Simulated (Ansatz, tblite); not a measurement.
Removing and adding an electron: CuH2. The state is a doublet with charge 0. Geometry: PBE-D4/def2-TZVP. Ansatz, gas phase; energy differences of separate SCF runs; the oxidised species is a singlet (the triplet lies 0.22 eV higher at PBE0-D4/def2-TZVP); the reduced species is a singlet (the triplet lies 1.74 eV higher at PBE0-D4/def2-TZVPD).

```csv
atom,x (Å),y (Å),z (Å)
Cu1,0.1081,0.1723,-0.4303
H2,-0.9777,-0.8994,-0.3406
H3,0.8696,0.7271,0.7709
```

The xTB rows come from tblite. Correlated methods freeze 9 core orbitals. In CCSD on the charge 0 doublet the largest single amplitude is 0.37, so its Hartree–Fock determinant may place the open shell otherwise than the density functionals do. The structure comes from a short search, and lower isomers may exist.

```
             level  −HOMO (eV)  vertical IE (eV)  −LUMO (eV)  vertical EA (eV)  HOMO–LUMO gap (eV)  IE − EA (eV)                                     remarks
          GFN1-xTB           –             14.41           –              7.72                   –          6.70                                           –
          GFN2-xTB           –             14.05           –              6.48                   –          7.57                                           –
 PBE-D4/def2-TZVPD        5.98                 –        4.91              1.70                1.07             –                HOMO above zero (-1 singlet)
 PBE0-D4/def2-TZVP        7.37             10.07        3.73                 –                3.64             –  restricted SCF unstable in HF (+1 singlet)
CCSD(T)/def2-TZVPD           –                 –           –              1.86                   –             –                  large T1 (0.111) (doublet)
```

Q: Estimate the rows for PBE-D4/def2-TZVP, r2SCAN-D4/def2-TZVP, r2SCAN-D4/def2-TZVPD, PBE0-D4/def2-TZVPD, CCSD/def2-TZVPD.

A: 
```json
{"level": "PBE-D4/def2-TZVP", "−HOMO (eV)": "5.95", "vertical IE (eV)": "9.83", "−LUMO (eV)": "4.87", "vertical EA (eV)": "–", "HOMO–LUMO gap (eV)": "1.08", "IE − EA (eV)": "–", "remarks": "restricted SCF unstable in HF (+1 singlet)"}
{"level": "r2SCAN-D4/def2-TZVP", "−HOMO (eV)": "6.29", "vertical IE (eV)": "10.00", "−LUMO (eV)": "4.69", "vertical EA (eV)": "–", "HOMO–LUMO gap (eV)": "1.60", "IE − EA (eV)": "–", "remarks": "restricted SCF unstable in HF (+1 singlet)"}
{"level": "r2SCAN-D4/def2-TZVPD", "−HOMO (eV)": "6.31", "vertical IE (eV)": "–", "−LUMO (eV)": "4.72", "vertical EA (eV)": "1.63", "HOMO–LUMO gap (eV)": "1.59", "IE − EA (eV)": "–", "remarks": "HOMO above zero (-1 singlet)"}
{"level": "PBE0-D4/def2-TZVPD", "−HOMO (eV)": "7.39", "vertical IE (eV)": "–", "−LUMO (eV)": "3.78", "vertical EA (eV)": "1.68", "HOMO–LUMO gap (eV)": "3.61", "IE − EA (eV)": "–", "remarks": "HOMO above zero (-1 singlet)"}
{"level": "CCSD/def2-TZVPD", "−HOMO (eV)": "–", "vertical IE (eV)": "–", "−LUMO (eV)": "–", "vertical EA (eV)": "1.58", "HOMO–LUMO gap (eV)": "–", "IE − EA (eV)": "–", "remarks": "large T1 (0.111) (doublet)"}
```

Relaxing the oxidised species (PBE-D4/def2-TZVP) changes its energy by -2.98 eV at PBE-D4/def2-TZVP, so the adiabatic ionisation energy to this nearest minimum is 6.85 eV. At PBE0-D4/def2-TZVP it is 6.35 eV. In the charge 1 singlet, H2 and H3 lie 0.81 Å apart (atoms count from 1), so H2 has formed as a molecule. Run but left out: HF/def2-TZVPP, MP2/def2-TZVPP, HF/def2-TZVPD, MP2/def2-TZVPD (doublet: a determinant that CCSD turns far, T1 0.114); CCSD/def2-TZVPP, CCSD(T)/def2-TZVPP (charge +1 singlet: restricted singlet, unstable towards broken spin symmetry).   A HOMO above zero means that the electron is unbound at that level or that self-interaction error raises the level; the energy of removing that electron tells which. HOMO and LUMO are the levels of the spin that leaves or enters (xTB has no such levels and no spin-polarisation term). Other spin states of the ions may lie lower, which would lower the ionisation energy or raise the affinity. Raw xTB energy differences between charge states are shifted by several eV; the methods need an empirical correction for them.
